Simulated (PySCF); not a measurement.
C₂H₄NO, SMILES C(=O)([NH])C, multiplicity 2.

The structure is a stationary point at ωB97X-D3(BJ)/def2-SVP. The isomer is the one that the SMILES or the coordinates give; other isomers of the formula were not compared. One conformer was computed; it need not be the lowest.

Level of theory: PBE/def2-TZVPD (PySCF).

Gas-phase values at a fixed geometry.

The total energy is -208.37738 hartree and the α spin, highest occupied and lowest empty level is -6.77 and -1.38 eV. The β spin, highest occupied and lowest empty level is -6.42 and -5.59 eV and the dipole moment comes out as 1.60 D. The quadrupole, principal values (traceless, Buckingham form, about the centre of nuclear charge) is -6.56, 0.61, 5.95 D·Å, the mean static polarisability is 42.2 bohr³ (6.25 Å³) and the polarisability, principal values is 29.5, 44.6, 52.4 bohr³. The ⟨S²⟩ is 0.758 (pure state 0.75).
